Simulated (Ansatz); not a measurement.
Species: CH5Ga, SMILES `[CH3][GaH2]` (charge 0, multiplicity 1), formula CH$_{5}$Ga.

Q: How many basis functions does frozen-core CCSD(T)/cc-pVTZ // B3LYP-D3(BJ)/def2-TZVP run with Ansatz (an electronic-structure program) use, how many core orbitals are frozen, and how many electrons are correlated?

A: 143 basis functions and 10 frozen orbitals, which leaves 22 correlated electrons (filled d shells below the valence shell are correlated). Core time is of the order of seconds.
